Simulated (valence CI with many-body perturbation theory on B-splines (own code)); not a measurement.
Results of a calculation; reference values are marked as such.
**From CI to CI+MBPT in Bi⁶⁷⁺**

Method: configuration interaction combined with many-body perturbation theory (CI+MBPT): six valence electrons over a frozen Dirac-Fock core [Ne], radial functions for each j: 9 s, 9 p, 8 d, 6 f, 3 g, 1 h, with the one-electron correlation potential Σ1, the two-electron term Σ2, the three-electron term Σ3, Breit, model QED; selected CI, second order for the rest, scaled by the run's own slope (own B-spline code, finite nucleus).

No measured spectrum was set against this ion. As an estimate, large intervals hold to a few tenths of a per cent, small ones and those within an open d or f shell to about a per cent. Among the levels kept, up to 1200 cm⁻¹ of a level comes from second order outside the variational space, and about a tenth of that is noise between levels of different J, which matters for small intervals.

Each rung adds one term. CI alone is the Dirac-Coulomb CI over the frozen core; QED comes last and gives the full result, which names the levels. Energies are above (3s^2 3p1/2^2 3p3/2^2) J=2 on the same rung, in Ry.

Levels are named by their leading jj configuration (3d3/2^4 stands for four electrons in 3d with j = 3/2), which in mixed levels can hold well under half, so a name can repeat and another be missing.

| Level | CI alone | + Σ1 | + Σ2 | + Σ3 | + Breit | Full |
| --- | --- | --- | --- | --- | --- | --- |
| (3s^2 3p1/2^2 3p3/2^2) J=0 | 1.642 | 1.642 | 1.640 | 1.636 | 1.692 | 1.692 |
| (3s^2 3p1/2^2 3p3/2 3d3/2) J=2 | 20.267 | 20.247 | 20.216 | 20.197 | 20.142 | 20.033 |
| (3s^2 3p1/2^2 3p3/2 3d3/2) J=1 | 21.017 | 20.996 | 20.964 | 20.943 | 20.901 | 20.790 |
| (3s^2 3p1/2^2 3p3/2 3d3/2) J=0 | 20.961 | 20.940 | 20.914 | 20.895 | 20.913 | 20.804 |
| (3s^2 3p1/2^2 3p3/2 3d3/2) J=3 | 21.099 | 21.078 | 21.048 | 21.026 | 20.917 | 20.808 |
| (3s^2 3p1/2^2 3p3/2 3d5/2) J=4 | 30.907 | 30.902 | 30.878 | 30.855 | 30.503 | 30.420 |
| (3s^2 3p1/2^2 3p3/2 3d5/2) J=2 | 31.550 | 31.545 | 31.507 | 31.481 | 31.177 | 31.092 |
| (3s^2 3p1/2^2 3p3/2 3d5/2) J=3 | 33.135 | 33.130 | 33.074 | 33.037 | 32.708 | 32.625 |
| (3s^2 3p1/2^2 3p3/2 3d5/2) J=1 | 34.047 | 34.041 | 33.996 | 33.956 | 33.705 | 33.620 |
| (3s^2 3p1/2^2 3d3/2^2) J=2 | 41.403 | 41.362 | 41.306 | 41.265 | 41.153 | 40.934 |
| (3s^2 3p1/2^2 3d3/2^2) J=0 | 43.438 | 43.397 | 43.345 | 43.298 | 43.289 | 43.070 |
| (3s^2 3p1/2 3p3/2^3) J=1 | 45.169 | 45.188 | 45.209 | 45.208 | 44.725 | 44.762 |
| (3s^2 3p1/2 3p3/2^3) J=2 | 46.013 | 46.032 | 46.048 | 46.044 | 45.512 | 45.549 |
| (3s^2 3p1/2^2 3d3/2 3d5/2) J=3 | 52.464 | 52.438 | 52.370 | 52.322 | 51.945 | 51.751 |
| (3s^2 3p1/2^2 3d3/2 3d5/2) J=2 | 53.387 | 53.361 | 53.292 | 53.242 | 52.882 | 52.688 |
| (3s^2 3p1/2^2 3d3/2 3d5/2) J=4 | 53.891 | 53.865 | 53.798 | 53.745 | 53.273 | 53.079 |
| (3s^2 3p1/2^2 3d3/2 3d5/2) J=1 | 53.747 | 53.722 | 53.651 | 53.600 | 53.337 | 53.143 |
| (3s 3p1/2^2 3p3/2^3) J=2 | 61.583 | 61.580 | 61.573 | 61.584 | 61.425 | 61.025 |
| (3s 3p1/2^2 3p3/2^3) J=1 | 63.185 | 63.182 | 63.170 | 63.173 | 62.887 | 62.624 |

(1) How does the ionisation energy move along the ladder, and which term matters most?

Answers

(1) CI alone 7883.9, + Σ1 7884.9, + Σ2 7885.3, + Σ3 7884.4, + Breit 7876.8, + QED 7875.7 eV. The largest step is Breit, -7.6 eV. NIST lists 7870 ± 40 eV (theoretical).
